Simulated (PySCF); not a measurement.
**Electron correlation in Mg (magnesium, neutral)**

[Ne] 3s1 3p1, high-spin 3P determinant (an excited configuration). Calculation: PySCF 2.14, in aug-cc-pVQZ; the non-relativistic Hamiltonian (point nucleus). Frozen: [Ne]; 2 electrons correlated.

With two correlated electrons CCSD is exact within the correlated space (frozen core and kept virtual orbitals).

```tsv
level	correlation energy (mhartree)
CCSD	-4.44
```

Diagnostics: T1 = 0.0069, D1 = 0.0118, largest double amplitude 0.031.

Is a single reference adequate?

Yes: T1 lies below 0.03 and no double amplitude reaches 0.07.
